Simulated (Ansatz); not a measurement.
Consider the isomerisation: `CBC(C)=O` → `CB1OC1C`.

Program: Ansatz. Geometries: PBE0-D4/def2-TZVP. ΔE: electronic, gas phase. CCSD(T)/CBS is the MP2 limit (def2-TZVPP, def2-QZVPP) plus CCSD(T) − MP2 in def2-TZVPP, frozen cores. Functionals use def2-TZVPP. B3LYP here is the variant with VWN-RPA as its local correlation; programs differ in this. Each species was taken in one conformer, which may not be the lowest.

Problem. Is it downhill or uphill in electronic energy at CCSD(T)/CBS, and by how much? (Estimate.)

Solution. The calculation gave: Downhill: ΔE = -79.7 kJ/mol.

Problem. What do these levels give: r2SCAN-D4, PBE0-D4, B3LYP-D4, PBE0, CCSD/def2-TZVPP, MP2/def2-QZVPP? (Estimate.)

Solution. The calculation gave: r2SCAN-D4 -77.8, PBE0-D4 -82.9, B3LYP-D4 -68.2, PBE0 -83.5, CCSD/def2-TZVPP -78.3, MP2/def2-QZVPP -88.9 kJ/mol.

Largest T1 diagnostic among the species: 0.017.

In def2-TZVPP, CCSD(T) changes the Hartree–Fock value by −23.4 kJ/mol (the triples alone add −0.2 kJ/mol) and MP2 by −33.1 kJ/mol. From PBE to PBE0 (25 % exact exchange), in def2-TZVPP and without D4, ΔE moves by −7.2 kJ/mol.
